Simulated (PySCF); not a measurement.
2-methoxy-1-pentene, C6H12O.
Numbering: `[CH2:1]=[C:2]([CH2:3][CH2:4][CH3:5])[O:6][CH3:7]` (hydrogens: H8, H9 on C1; H10, H11 on C3; H12, H13 on C4; H14, H15, H16 on C5; H17, H18, H19 on C7)

Structure used (PBE0-D3(BJ)/def2-SVP), in Å, numbered top down from 1:
```xyz
19
C6H12O angstrom
C      1.4389   -1.0202   -1.0663
C      0.5917   -0.1474   -0.4981
C     -0.8872   -0.1289   -0.7338
C     -1.6983   -0.4487    0.5207
C     -3.1983   -0.3892    0.2849
O      0.9409    0.8202    0.3782
C      2.2873    0.9334    0.7395
H      1.0486   -1.7657   -1.7590
H      2.5115   -1.0244   -0.8722
H     -1.1648    0.8777   -1.0943
H     -1.1311   -0.8389   -1.5384
H     -1.4109    0.2598    1.3142
H     -1.4107   -1.4501    0.8839
H     -3.5111    0.6151   -0.0440
H     -3.5115   -1.1022   -0.4951
H     -3.7613   -0.6294    1.1995
H      2.3598    1.7675    1.4492
H      2.9254    1.1467   -0.1367
H      2.6560    0.0119    1.2243
```

Computed, not measured: TDDFT PBE0/def2-SVPD, vertical, gas phase, core orbitals frozen in the response (PySCF).

Ground-to-excited transition dipoles (e·a0, same axes as the geometry; the sign carries no meaning), for the states with f of 0.002 or more among the lowest 6:

| state | E (eV) | μx | μy | μz |
| --- | --- | --- | --- | --- |
| S1 | 6.210 | -0.199 | -0.204 | 0.401 |
| S2 | 6.643 | -0.319 | 0.334 | 0.079 |
| S3 | 6.922 | 0.606 | -0.791 | -0.542 |
| S4 | 7.020 | 0.116 | -0.295 | 0.071 |
| S6 | 7.518 | 0.251 | -0.204 | -0.493 |

What oscillator strength does each state have?

f = (2/3) ΔE |μ|² with ΔE in hartree (27.2114 eV).

```
state  |μ|² (au)  |μ| (D)      f
   S1      0.242     1.25  0.037
   S2      0.219     1.19  0.036
   S3      1.286     2.88  0.218
   S4      0.106     0.83  0.018
   S6      0.347     1.50  0.064
```

Which bond between heavy atoms lies closest to the direction of the S3 transition dipole?

C1–C2, at 7° from it; next C2–O6 at 48°.

What angle do the transition dipoles of S3 and S4 make?

|cos θ| = |μa·μb| / (|μa| |μb|) = 0.72, so θ ≈ 44° (taken between 0 and 90°, since the signs are arbitrary).

How is the summed strength of these states shared among x, y and z?

(2/3) Σ ΔE μα² gives 0.099 for x, 0.153 for y and 0.121 for z, 0.373 in all.

What peak molar absorption coefficient would the strongest computed level give as a lone Gaussian band 0.5 eV wide at half height?

ε(max) = 2.175×10⁸ f / FWHM, with the width in cm⁻¹. S3: 2.175×10⁸ × 0.2182 / 4033 ≈ 12000 L mol⁻¹ cm⁻¹.

One conformer stands for the species.
